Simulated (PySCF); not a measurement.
# FTiN: from structure and modes to constants

Level of theory: PBE0 in PySCF with Ti def2-TZVP, N def2-TZVP, F def2-TZVP; no relativity; density-fitted integrals.

The singlet minimum has Cs symmetry. Masses (u): Ti 47.94795, N 14.00307, F 18.99840.

```xyz
3
charge 0 multiplicity 1, angstrom
Ti   -0.1372    0.0000   -0.3813
N    -1.4334    0.0000    0.4733
F     1.4028    0.0000    0.6133
```

Harmonic wavenumbers (cm⁻¹): 270.3 (a', ×1), 669.8 (a', ×1), 1157.3 (a', ×1).

Task: Find the principal moments of inertia and the rotational constants. What kind of rotor is it?

Result: About the centre of mass I = 15.558, 68.762, 84.32 u Å². With B = 16.8576/I this gives 1.084, 0.2452, 0.1999 cm⁻¹. The molecule is an asymmetric top with κ = -0.90.

Task: What is the harmonic zero-point energy?

Result: Half the sum of all 3 wavenumbers, 2097/2 = 1049 cm⁻¹, which is 12.5 kJ/mol (1 cm⁻¹ = 0.0119627 kJ/mol).

Task: Find the vibrational entropy and heat capacity at 298.15 K.

Result: With u = 1.43878 ω/T, each mode gives S = R[u/(eᵘ−1) − ln(1−e⁻ᵘ)] and C = R u² eᵘ/(eᵘ−1)².
```json
{"ω (cm⁻¹)": "270.3", "u": "1.304", "S (J/(mol K))": "6.67", "C (J/(mol K))": "7.23"}
{"ω (cm⁻¹)": "669.8", "u": "3.232", "S (J/(mol K))": "1.44", "C (J/(mol K))": "3.72"}
{"ω (cm⁻¹)": "1157.3", "u": "5.585", "S (J/(mol K))": "0.21", "C (J/(mol K))": "0.98"}
```
The sums over all modes are S = 8.3 and C = 11.9 J/(mol K); the softest mode gives 80 % of the entropy.

Task: Give the standard entropy (298.15 K, 1 bar) by its translational, rotational, vibrational and spin parts, and Cp.

Result: Sackur–Tetrode with M = 80.95 u gives 163.7; rotation with symmetry number 1 gives 96.0; vibration 8.3; spin R ln 1 = 0.0. The total is 267.9 J/(mol K), and Cp = 4 R + 11.9 = 45.2 J/(mol K).

Stability towards spin polarisation was not tested. Other isomers or separated fragments may lie lower.
